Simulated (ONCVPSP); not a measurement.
rubidium: one change to an ONCV potential, before and after

```
Element                 : rubidium
Generator               : ONCVPSP 4.0.1
Type                    : optimised norm-conserving Vanderbilt (ONCV)
Functional              : PBE
Relativity              : fully relativistic
Frozen core             : [Ar] 3d10
Valence charge          : 9
Reference configuration : 4s2 4p6 5s1
Partial waves           : 4s+5s: rc 2.70 bohr, ncon 4, nbas 7, qcut 5.3 1/bohr, 2 projectors; 4p: rc 1.90 bohr, ncon 5, nbas 8, qcut 5.8 1/bohr, 2 projectors, debl 1.4 Ha; d scattering state at 0.13 Ha: rc 2.35 bohr, ncon 4, nbas 7, qcut 3.7 1/bohr, 2 projectors, debl 3.9 Ha
Local potential         : polynomial inside 1.85 bohr (lpopt 2, dvloc0 0 Ha)
Core correction         : polynomial model core, fcfact 0.5
```

Open shells are filled in proportion to 2j + 1.

All-electron outer shells of the reference configuration (PBE, scalar-relativistic, ld1.x):

```csv
shell,level (eV),outermost node (bohr),outermost maximum (bohr)
3d,-103.96,–,0.39
4s,-31.89,0.62,1.25
4p,-15.96,0.64,1.42
5s,-2.23,1.79,4.38
```

Change: s: qcut 4.3.

Cutoffs: the cutoffs (Ha) at which the residual kinetic energy of the hardest occupied pseudo-wave falls to 1 and 0.1 mHa per electron; they do not see the model core or the augmentation charge, which bear on the density cutoff. Errors are all-electron minus pseudo energies relative to the spin-unpolarised reference configuration.

Question: How do hardness, ghosts and transferability respond?

Answer: The potential gets neither clearly harder nor softer (14 Ha and 28 Ha → 14 Ha and 28 Ha); a bound ghost appears in s, which as a rule spoils a file; of the 4 tests that both files solve, the error grows in 4 and shrinks in 0 by more than 15 % and 0.3 meV (median size 0.2 → 1.1 meV); the range in which the s phases agree narrows (upper end 1.6 → 0.1).

| quantity | base | changed |
| --- | --- | --- |
| cutoff, loose | 14 Ha | 14 Ha |
| cutoff, tight | 28 Ha | 28 Ha |
| loose cutoff by channel | s 6.3 Ha, p 14 Ha | s 3.4 Ha, p 14 Ha |
| bound ghosts | none | s |
| GHOST(+) flags under 300 eV | none | none |
| error for 4s2 4p6 5s0, meV [ΔE 4.15 eV] | -0.3 | -1.4 |
| error for 4s2 4p6 5s0.5, meV [ΔE 1.58 eV] | 0.0 | -0.8 |
| error for 4s2 4p6 5s0 5p1, meV [ΔE 1.52 eV] | -0.2 | -0.7 |
| error for 4s1 4p6 5s1, meV [ΔE 37.73 eV] | -235 | -356 |
| s: phases at 2.74 bohr within 0.05 rad from the reference energy up to (Ha; the scan ends near 5) | 1.6 | 0.1 |
| p3/2: phases at 1.93 bohr within 0.05 rad from the reference energy up to (Ha; the scan ends near 5) | to the end of the scan | to the end of the scan |
| p1/2: phases at 1.93 bohr within 0.05 rad from the reference energy up to (Ha; the scan ends near 5) | to the end of the scan | to the end of the scan |
| d5/2: phases at 2.39 bohr within 0.05 rad from the reference energy up to (Ha; the scan ends near 5) | to the end of the scan | to the end of the scan |
| d3/2: phases at 2.39 bohr within 0.05 rad from the reference energy up to (Ha; the scan ends near 5) | to the end of the scan | to the end of the scan |
| rms error of d²Exc/dni dnj with the model core, mHa | 2.75 | 2.66 |

Base: These tests converged, but a pseudo level misses the all-electron one widely, so the file describes the atom poorly there or has found another state: 4s2 4p6 5s0 5p1: empty 5s by 3.1 eV. Changed file: These tests converged, but a pseudo level misses the all-electron one widely, so the file describes the atom poorly there or has found another state: 4s2 4p6 5s0 5p1: empty 5s by 3.1 eV. A true bound ghost makes a file unfit for plane-wave use even where its test errors are small: the radial tests pick states by their node count and pass the ghost by.
